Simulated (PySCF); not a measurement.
Si(H)2(Et)(NH2) (C2H9NSi), SMILES CC[SiH2]N.

Geometry optimised at r2SCAN-D4/def2-SVP. One conformer was computed; it need not be the lowest.

Calculation: TDDFT-PBE/def2-SVPD in PySCF.

Vertical excitations. Isolated molecule, no solvent.

Computed lowest excited states:
```json
[
 {"state": "S1", "energy (eV)": "5.59", "λ (nm)": "222", "f": "0.013", "main pairs": "HOMO→LUMO 99 %"},
 {"state": "S2", "energy (eV)": "6.23", "λ (nm)": "199", "f": "0.022", "main pairs": "HOMO→LUMO+1 98 %"},
 {"state": "S3", "energy (eV)": "6.68", "λ (nm)": "186", "f": "0.014", "main pairs": "HOMO→LUMO+2 98 %"},
 {"state": "S4", "energy (eV)": "6.85", "λ (nm)": "181", "f": "0.013", "main pairs": "HOMO−1→LUMO 98 %"},
 {"state": "S5", "energy (eV)": "6.97", "λ (nm)": "178", "f": "0.012", "main pairs": "HOMO→LUMO+3 97 %"},
 {"state": "S6", "energy (eV)": "7.24", "λ (nm)": "171", "f": "0.020", "main pairs": "HOMO→LUMO+4 91 %"},
 {"state": "S7", "energy (eV)": "7.31", "λ (nm)": "170", "f": "0.033", "main pairs": "HOMO→LUMO+5 89 %"},
 {"state": "S8", "energy (eV)": "7.49", "λ (nm)": "165", "f": "0.025", "main pairs": "HOMO−2→LUMO 93 %"},
 {"state": "S9", "energy (eV)": "7.53", "λ (nm)": "165", "f": "0.020", "main pairs": "HOMO−1→LUMO+1 91 %"},
 {"state": "S10", "energy (eV)": "7.66", "λ (nm)": "162", "f": "0.008", "main pairs": "HOMO→LUMO+6 92 %"},
 {"state": "T1", "energy (eV)": "5.33", "λ (nm)": "232", "f": "0", "main pairs": "HOMO→LUMO 99 %"},
 {"state": "T2", "energy (eV)": "6.02", "λ (nm)": "206", "f": "0", "main pairs": "HOMO→LUMO+1 99 %"},
 {"state": "T3", "energy (eV)": "6.55", "λ (nm)": "189", "f": "0", "main pairs": "HOMO→LUMO+2 97 %"},
 {"state": "T4", "energy (eV)": "6.67", "λ (nm)": "186", "f": "0", "main pairs": "HOMO−1→LUMO 98 %"}
]
```
Triplets are in the Tamm–Dancoff approximation, which puts them higher than full response would, so one can lie above its singlet here.
